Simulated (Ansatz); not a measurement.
Molecule: 1,3-thiazol-2-ylsilane, C₃H₅NSSi, net charge 0, singlet state. 
Coordinates optimised at B3LYP-D3(BJ)/def2-TZVP (Ansatz, a program for electronic structure):
SMILES: [SiH3]c1nccs1
```xyz
11

Si     2.2045     0.2241     0.0526
C      0.3326     0.2107     0.0713
N     -0.3969     1.2311     0.4463
C     -1.7327     0.9607     0.3661
C     -2.0526    -0.2900    -0.0782
S     -0.6224    -1.1685    -0.4110
H      2.7185     0.4670     1.4174
H      2.6899     1.2827    -0.8583
H      2.6598    -1.1001    -0.4278
H     -2.4477     1.7200     0.6473
H     -3.0307    -0.7183    -0.2194
```

Wanted: atomisation energy (electronic, to ground-state atoms), in kJ/mol. Cores are frozen in the correlated levels unless marked. UHF or UKS for open shells. Spin-orbit coupling is left out. Non-relativistic. The coupled-cluster limit lacks core correlation, which all-electron functionals hold. Basis-set limits of correlation are two-point, X^-3; Hartree-Fock from the larger set.

The Hartree-Fock reference is unstable (checked in the largest basis), which strains HF and MP2. 

```csv
level,program,atomisation energy (kJ/mol)
r2SCANh-D4/def2-TZVPD,Ansatz + dftd4,4385.1
SCS-MP2/cc-pV(D+d)Z,Ansatz,4061.4
"CCSD(T)/CBS(aug-cc-pV(T+d)Z,aug-cc-pV(Q+d)Z)",Ansatz,…
```

Fill in the missing entries.


- CCSD(T)/CBS(aug-cc-pV(T+d)Z,aug-cc-pV(Q+d)Z), atomisation energy (kJ/mol): 4389.8
